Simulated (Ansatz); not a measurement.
Program: Ansatz. Geometries: PBE0-D4/def2-TZVP. ΔE: electronic, gas phase. CCSD(T)/CBS is the MP2 limit (def2-TZVPP, def2-QZVPP) plus CCSD(T) − MP2 in def2-TZVPP, frozen cores. This one scheme is used for every species. DFT in def2-TZVPP. For Ga outer-core shells are correlated without core-valence functions, which leaves a few kJ/mol of doubt a bond. Scalar relativity is left out up to krypton. One conformer a species, not always the lowest.

Reaction (substitution at a C–Ga bond): `[GaH2][CH]1CO1` + CH₃OH → `COC1CO1` + `[GaH3]`

`[GaH2][CH]1CO1`:

Cartesian coordinates in Å:
```
Ga -1.085 1.089 0.598
C 0.500 -0.063 0.407
C 0.600 -0.987 -0.740
O 1.335 0.206 -0.739
H -1.691 1.400 2.012
H -1.720 1.653 -0.721
H 1.081 -0.359 1.280
H -0.205 -1.042 -1.471
H 1.185 -1.897 -0.626
```

CH₃OH:

Cartesian coordinates in Å:
```
C 0.001 -0.063 0.351
O 0.523 0.006 -0.956
H 0.800 -0.430 0.995
H -0.844 -0.758 0.427
H -0.316 0.918 0.726
H -0.165 0.326 -1.543
```

`COC1CO1`:

```xyz
11

C    -0.392    0.656    1.575
O     0.569    0.170    0.661
C     0.094    0.103   -0.616
C     0.614   -0.927   -1.492
O    -0.707   -1.007   -0.953
H     0.098    0.728    2.545
H    -0.751    1.650    1.280
H    -1.245   -0.026    1.649
H    -0.275    1.052   -1.012
H     0.673   -0.761   -2.564
H     1.322   -1.637   -1.074
```

`[GaH3]`:

```xyz
4

Ga    0.000    0.000    0.000
H     1.361   -0.719   -0.303
H    -0.045    1.203    1.005
H    -1.316   -0.485   -0.702
```

```csv
level,ΔE (kcal/mol)
ωB97X-V,2.0
PBE,3.8
HF/CBS(def2),-0.1
CCSD/CBS(def2),5.7
```

Problem. What does CCSD(T)/CBS give? (Best estimate.)

Solution. Computed: +5.9 kcal/mol. The listed levels differ from it by -3.9, -2.1, -6.0, -0.2 kcal/mol.

Largest T1 diagnostic among the species: 0.013.

In def2-TZVPP, CCSD(T) changes the Hartree–Fock value by +4.3 kcal/mol (the triples alone add +0.2 kcal/mol) and MP2 by +5.8 kcal/mol.
